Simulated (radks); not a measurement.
Results of a calculation; reference values are marked as such.
Task: The barium ion Ba55+, 1s1. Code: a radial shooting solver on a logarithmic mesh with Libxc functionals. Model: non-relativistic Kohn-Sham, PBE, spin-polarised, spherical densities, point nucleus. Every spin shell is full or empty, so the densities are truly spherical. Functionals are evaluated on that one density, not self-consistently. Rank these exchange functionals by their error against the exact value of the orbitals, and give that value: LDA, PBE, PBEsol, RPBE, WC, G96, EV93, APBE, revTPSS, MS2, TASK.

Result: Exact: -17.4937 hartree. From best to worst, with 100 (|E| - |E exact|)/|E exact| (equal figures are ties): revTPSS 0.00, MS2 0.00, TASK 0.00, G96 -0.41, RPBE -0.41, APBE -0.56, PBE -2.09, EV93 +3.70, WC -4.04, PBEsol -6.33, LDA -14.22.
